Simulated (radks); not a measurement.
Values are calculated unless marked as measured or tabulated.
Polarisability of the manganese ion Mn5+, [Ar] 3d2, at imaginary frequency. Level of theory: non-relativistic Kohn-Sham, LB94 model potential, spin-unpolarised, spherical densities, point nucleus (a radial shooting solver on a logarithmic mesh with Libxc functionals). Response by self-consistent Sternheimer equations with the Hartree and adiabatic LDA kernel.

w (hartree)  alpha1(iw) (bohr^3)
0.00266                   0.9394
0.0143                    0.9394
0.0360                    0.9392
0.0697                    0.9386
0.118                     0.9370
0.186                     0.9334
0.280                     0.9259
0.413                     0.9108
0.605                     0.8808
0.892                     0.8230
1.35                      0.7179
2.12                      0.5482
3.59                      0.3313
6.94                      0.1393
17.5                     0.03325

Static values: alpha1 = 0.9394 bohr^3 (0.1392 angstrom^3; uncoupled 1.341). C6 = 1.723, triple-dipole C9 = 1.168 atomic units. One-pole (London) frequency 4 C6 / (3 alpha1^2) = 2.603 hartree, against 3.452 for minus the highest occupied eigenvalue.
